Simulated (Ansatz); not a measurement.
C$_{4}$H$_{8}$Si, SMILES `[SiH3]C1=CCC1`, relaxed with RKS PBE0-D4/def2-TZVP in the Gaussian-basis code of Ansatz from a PBE-D4/def2-SVP geometry. The force threshold is 0.005 eV/Å; the program also tests the step.

The species carries charge 0 and has multiplicity 1.

Start:

```xyz
13

Si   -0.528    1.307    1.626
C    -0.043    0.239    0.169
C     0.500    0.512   -1.049
C     0.525   -0.928   -1.512
C    -0.100   -1.265   -0.117
H    -1.997    1.165    1.931
H     0.230    0.903    2.865
H    -0.228    2.748    1.315
H     0.813    1.453   -1.532
H     1.532   -1.361   -1.697
H    -0.116   -1.168   -2.388
H    -1.119   -1.705   -0.151
H     0.531   -1.899    0.541
```

Task: How much energy does the relaxation release, and in how many steps? (An estimate is asked.)

Result: The calculation gave: 5.27 kJ/mol, in 4 steps.

Task: Which bonds change most? (Estimate.)

Result: The calculation gave: C2–C3 from 1.362 to 1.343 Å; Si1–H7 from 1.507 to 1.489 Å; Si1–H6 from 1.507 to 1.489 Å; Si1–C2 from 1.870 to 1.852 Å.

Task: Give the relaxed structure. (An estimate is asked.)

Result: Computed: 
```xyz
13

Si   -0.522    1.297    1.609
C    -0.043    0.237    0.169
C     0.492    0.507   -1.033
C     0.521   -0.921   -1.500
C    -0.100   -1.258   -0.115
H    -1.974    1.155    1.907
H     0.228    0.896    2.831
H    -0.225    2.720    1.298
H     0.800    1.434   -1.506
H     1.514   -1.344   -1.679
H    -0.113   -1.153   -2.361
H    -1.103   -1.689   -0.152
H     0.525   -1.881    0.531
```
